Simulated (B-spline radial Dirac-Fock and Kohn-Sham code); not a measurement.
The computed values come from a radial B-spline solver: ΔSCF Dirac-Fock with Breit, self-energy and vacuum polarisation, finite nucleus, configuration average. Electron correlation is not included.

**Question.** An atom or ion in its tabulated ground configuration has these computed binding energies (the last is its least bound level). Which is it?

| level | binding energy (eV) |
| --- | --- |
| 1s | 91238.2 |
| 2s | 20795.2 |
| 2p3/2 | 18108.3 |
| 3s | 8329.0 |
| 3p | 7753.1 |

**Answer.** Tl⁶⁶⁺: Z = 81 with 15 electrons, [Ne] 3s2 3p3. The hydrogen-like estimate √(E/Ry) = 81.9 for the K level lies 0.9 above Z (screening lowers it, relativity raises it); the outermost level, at 7753.1 eV, fixes the charge.

**Question.** Identify the element and charge state from the binding energies below (tabulated ground configuration; the least bound level is included).

```
level  binding energy (eV)
   2s               9214.7
2p3/2               7951.9
3d3/2               1493.0
   4s                579.3
4p3/2                459.3
4d5/2                316.4
   4f                156.1
```

**Answer.** Dy⁹⁺: Z = 66 with 57 electrons, [Kr] 4d10 4f8 5s2 5p1.

**Question.** Identify the element and charge state from the binding energies below (tabulated ground configuration; the least bound level is included).

| level | binding energy (eV) |
| --- | --- |
| L1 | 6459.0 |
| L2 | 6079.3 |
| L3 | 5671.2 |
| M1 | 1552.4 |
| N2 | 398.5 |
| N3 | 380.8 |
| N5 | 275.4 |

**Answer.** La¹¹⁺: Z = 57 with 46 electrons, [Kr] 4d10.
